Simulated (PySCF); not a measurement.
# Gas-phase thermal properties of In(CH₃)₃

Energies from PySCF, thermal terms from the rigid-rotor harmonic-oscillator model, ideal gas at 1 bar. All species are closed-shell singlets. In: scalar-relativistic def2 core potential, no spin-orbit coupling. Methyl groups turn as free rotors in In(CH₃)₃. The harmonic model lacks anharmonicity and excited electronic states, which grow with temperature; levels with a mode under 35 cm⁻¹ are left out. Soft modes under 120 cm⁻¹ make the harmonic entropy rough for In(CH₃)₃.

```csv
level,point group,σ,ZPE (kJ/mol),S°298 (J/mol/K),Cp298 (J/mol/K),S°1000 (J/mol/K),H1000 − H298 (kJ/mol)
PBE/def2-SVP,D3h,6,267.5,374.4,116.2,573.8,122.6
PBE0/def2-TZVP,D3h,6,275.9,370.9,113.0,566.1,120.2
```
σ: rotational symmetry number. Electronic degeneracy used: 1. Frequencies are unscaled.
